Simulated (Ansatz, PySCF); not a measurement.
Potential energy curve for SiC, triplet.

Levels of theory: UCCSD = CCSD on UHF/cc-pVDZ, frozen core run with Ansatz (an electronic-structure program); UHF/3-21G = unrestricted Hartree-Fock/3-21G (PySCF); FCI = full CI/cc-pVDZ, frozen core (Ansatz).

Energies relative to the lowest point of each curve near equilibrium, in eV:

| R / Å | UCCSD | UHF/3-21G |
|---|---|---|
| 1.27 | 7.518 | 8.434 |
| 1.37 | 3.860 | 4.631 |
| 1.46 | 1.882 | 2.515 |
| 1.56 | 0.657 | 1.119 |
| 1.58 | 0.503 | 0.927 |
| 1.68 | 0.056 | 0.284 |
| 1.71 | 0.007 | 0.174 |
| 1.78 | 0.000 | 0.025 |
| 1.81 | 0.034 | 0.000 |
| 1.87 | 0.152 | 0.004 |
| 1.95 | 0.381 | 0.095 |
| 2.10 | 0.917 | 0.430 |

Problem. What does FCI give at the same points?

Solution. 1.27: 7.691; 1.37: 4.008; 1.46: 2.002; 1.56: 0.743; 1.58: 0.581; 1.68: 0.095; 1.71: 0.033; 1.78: 0.000; 1.81: 0.023; 1.87: 0.121; 1.95: 0.329; 2.10: 0.848 (eV).

The scan ran from 1.27 to 6.94 Å; beyond the distances shown full CI changes its symmetry label. The unrestricted determinant behind UCCSD is spin-contaminated at 1.46 to 2.10 Å (<S²> up to 2.9, against 2.00 for a pure triplet). The unrestricted determinant behind UHF/3-21G is spin-contaminated at 1.37 to 2.10 Å (<S²> up to 2.8, against 2.00 for a pure triplet).
